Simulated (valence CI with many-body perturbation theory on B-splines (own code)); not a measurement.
# Yb55+: E2, M1 decay

Method: relativistic CI+MBPT: five valence electrons over a frozen Dirac-Fock core [Ne], radial functions for each j: 9 s, 9 p, 8 d, 6 f, 3 g, 1 h, with the one-electron correlation potential Σ1, the two-electron term Σ2, the three-electron term Σ3, Breit, model QED; selected CI, second order for the rest (own B-spline code, finite nucleus).

No measured spectrum was set against this ion. As an estimate, large intervals hold to a few tenths of a per cent, small ones and those within an open d or f shell to about a per cent. Among the levels kept, up to 570 cm⁻¹ of a level comes from second order outside the variational space, and about a tenth of that is noise between levels of different J, which matters for small intervals.

Lines 1 to 12 of 12 in falling wavelength, among levels below 56.861 Ry, chosen from the decays that carry over 1 % of a level's rate. Wavelengths and rates use the calculated energies. Electric multipoles are in the length gauge, E1 and E2 with the static RPA response of the core. S is in atomic units (e²a₀⁴ for E2 and M2, e²a₀⁶ for E3), for M1 in squared Bohr magnetons. Weak lines are less certain than strong ones. Lines between different terms over intervals too small for the method are left out, as are lines whose strength nearly cancels.

Levels are named by their leading jj configuration (3d3/2^4 stands for four electrons in 3d with j = 3/2), which in mixed levels can hold well under half, so a name can repeat and another be missing. Letters in brackets count levels of one name in rising energy.

```
λ vac (nm)                               Upper                           Lower  Type   A (s⁻¹)  S (a.u.)
     19.51      (3s^2 3p1/2 3p3/2 3d5/2) J=9/2  (3s^2 3p1/2 3p3/2 3d3/2) J=7/2    M1  1.51e+06  4.16e+00
     5.043  (3s^2 3p1/2 3p3/2 3d5/2) J=7/2 [a]      (3s^2 3p1/2^2 3d5/2) J=5/2    M1  9.85e+07  3.75e+00
     4.806      (3s^2 3p1/2 3p3/2 3d5/2) J=9/2      (3s^2 3p1/2^2 3d5/2) J=5/2    E2  1.14e+06  2.61e-03
     4.779          (3s^2 3p1/2 3p3/2^2) J=3/2      (3s^2 3p1/2^2 3p3/2) J=3/2    M1  1.71e+08  2.77e+00
     4.765  (3s^2 3p1/2 3p3/2 3d3/2) J=1/2 [a]      (3s^2 3p1/2^2 3d3/2) J=3/2    M1  1.09e+08  8.76e-01
     4.747                (3s^2 3p3/2^3) J=3/2      (3s^2 3p1/2 3p3/2^2) J=1/2    M1  4.27e+07  6.78e-01
     4.582          (3s^2 3p1/2 3p3/2^2) J=5/2      (3s^2 3p1/2^2 3p3/2) J=3/2    M1  2.95e+07  6.30e-01
     4.582          (3s^2 3p1/2 3p3/2^2) J=5/2      (3s^2 3p1/2^2 3p3/2) J=3/2    E2  2.64e+06  2.85e-03
     4.501                (3s^2 3p3/2^3) J=3/2      (3s^2 3p1/2 3p3/2^2) J=5/2    M1  4.92e+07  6.66e-01
     4.353          (3s^2 3p1/2 3p3/2^2) J=1/2      (3s^2 3p1/2^2 3p3/2) J=3/2    M1  1.02e+08  6.23e-01
     4.353          (3s^2 3p1/2 3p3/2^2) J=1/2      (3s^2 3p1/2^2 3p3/2) J=3/2    E2  2.43e+06  6.79e-04
     4.327                (3s^2 3p3/2^3) J=3/2      (3s^2 3p1/2 3p3/2^2) J=3/2    M1  2.04e+08  2.45e+00
```
